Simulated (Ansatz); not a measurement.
`C[B]([SiH3])[SnH3]` + `SBS` → `CB([SiH3])BS` + `[SH][SnH3]`  (redistribution)

Computed with Ansatz on PBE0-D4/def2-TZVP structures; ΔE is electronic, products minus reactants. CCSD(T)/CBS adds triple-zeta CCSD(T) − MP2 to the extrapolated MP2 energy (def2 sets, frozen cores). Functionals use def2-TZVPP. B3LYP here is the variant with VWN-RPA as its local correlation; programs differ in this. Elements past krypton have def2 core potentials. For Sn outer-core shells are correlated without core-valence functions, which leaves a few kJ/mol of doubt a bond. One conformer a species, not always the lowest.

Is it downhill or uphill in electronic energy at CCSD(T)/CBS, and by how much? (Estimate.)

Ansatz gave: Uphill: ΔE = +3.8 kcal/mol.

What do these levels give: B3LYP-D4, PBE, r2SCAN, B3LYP, CCSD(T)/def2-TZVPP, MP2/def2-QZVPP? (An estimate is asked.)

The calculation gave: B3LYP-D4 2.2, PBE 3.1, r2SCAN 2.8, B3LYP 1.8, CCSD(T)/def2-TZVPP 4.4, MP2/def2-QZVPP 4.8 kcal/mol.

Largest T1 diagnostic among the species: 0.014.

In def2-TZVPP, CCSD(T) changes the Hartree–Fock value by +4.3 kcal/mol (the triples alone add +0.5 kcal/mol) and MP2 by +5.2 kcal/mol.
